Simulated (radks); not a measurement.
Results of a calculation; reference values are marked as such.
Q: Eu I, 63 electrons, occupied as [Xe] 4f7 6s2. Level of theory: Dirac Kohn-Sham, relativistic LDA (MacDonald-Vosko exchange, VWN5 correlation), spin-unpolarised, spherical densities, finite nucleus; open shells fill j = l - 1/2 first; Fermi nuclear charge, rms radius 5.1115 fm (a radial shooting solver on a logarithmic mesh with Libxc functionals). Some entries of the table are withheld. Estimate them.

orbital,occ.,eigenvalue (eV),<r^2> (bohr^2),<1/r> (bohr^-1)
1s1/2,2,-48003.60,0.0006848,69.92
2s1/2,2,-7889.585,0.01069,16.66
2p1/2,2,-7494.187,0.007766,16.65
2p3/2,4,-6853.345,0.009001,14.79
3s1/2,2,-1736.138,0.07155,6.066
3p1/2,2,-1563.596,0.06666,(1)
3p3/2,4,-1432.898,0.07379,(2)
3d3/2,4,-1131.611,0.05902,(3)
3d5/2,6,-1103.016,0.06102,(4)
4s1/2,2,-343.8319,0.3639,2.535
4p1/2,2,-276.9697,0.3835,2.431
4p3/2,4,-247.9597,0.4233,2.269
4d3/2,4,-137.2550,(5),2.050
4d5/2,6,-132.0292,(6),2.010
5s1/2,2,-44.4590,2.160,0.9636
5p1/2,2,-26.4533,2.794,0.8432
5p3/2,4,-22.6496,3.176,0.7842
6s1/2,2,-3.7493,20.27,0.2980
4f5/2,6,-3.2016,1.314,1.417
4f7/2,1,-2.5854,1.395,1.395

A: 
(1) 3p1/2 <1/r> (bohr^-1): 5.986
(2) 3p3/2 <1/r> (bohr^-1): 5.515
(3) 3d3/2 <1/r> (bohr^-1): 5.397
(4) 3d5/2 <1/r> (bohr^-1): 5.279
(5) 4d3/2 <r^2> (bohr^2): 0.4895
(6) 4d5/2 <r^2> (bohr^2): 0.5054
